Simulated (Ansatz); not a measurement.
`C#[C][SnH2][C]#C`, charge 0, multiplicity 1.

Give a relaxed structure at PBE0-D4/def2-TZVP (Ansatz). (An estimate is asked.)

Ansatz gave: 
Cartesian coordinates in Å:
```
C 1.108 -1.966 -1.655
C 0.734 -0.909 -1.213
Sn 0.104 0.931 -0.485
C -0.767 0.606 1.372
C -1.278 0.438 2.451
H 1.436 -2.905 -2.041
H 1.453 1.945 -0.296
H -1.061 1.576 -1.538
H -1.730 0.284 3.405
```
Point group C2v.
This is one stationary point; other conformers may exist.
